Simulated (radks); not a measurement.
Question: These are the eigenvalues of the occupied orbitals of an atom or ion with whole-number occupations (hartree). All-electron calculation, scalar-relativistic Kohn-Sham, LB94 model potential, spin-polarised, spherical densities, finite nucleus; Fermi nuclear charge, rms radius of each element as measured or else 0.836 A^(1/3) + 0.57 fm. Program: a radial shooting solver on a logarithmic mesh with Libxc functionals.

1s up: -3347.120
1s down: -3347.114
2s up: -680.3276
2s down: -680.2737
2p up: -598.2335
2p down: -598.1539
3s up: -234.2562
3s down: -234.2316
3p up: -210.5419
3p down: -210.5238
3d up: -187.1365
3d down: -187.1167
4s up: -114.0634
4s down: -113.9823
4p up: -105.1198

Which element is it, and in what charge state? The configuration may be excited. Open shells, if any, are filled with parallel spins first.

Answer: Z = 82, lead, charge +50: Pb50+ in [Ar] 3d10 4s2 4p2. The list shows which subshells hold electrons but not how many an open one holds; the 1s level, -3347.1 hartree, gives Z - s = 81.8 by -(Z - s)^2/2, which with screening and relativity narrows Z to a few neighbours, and the depths of the outer levels then fix element, charge and occupations together.
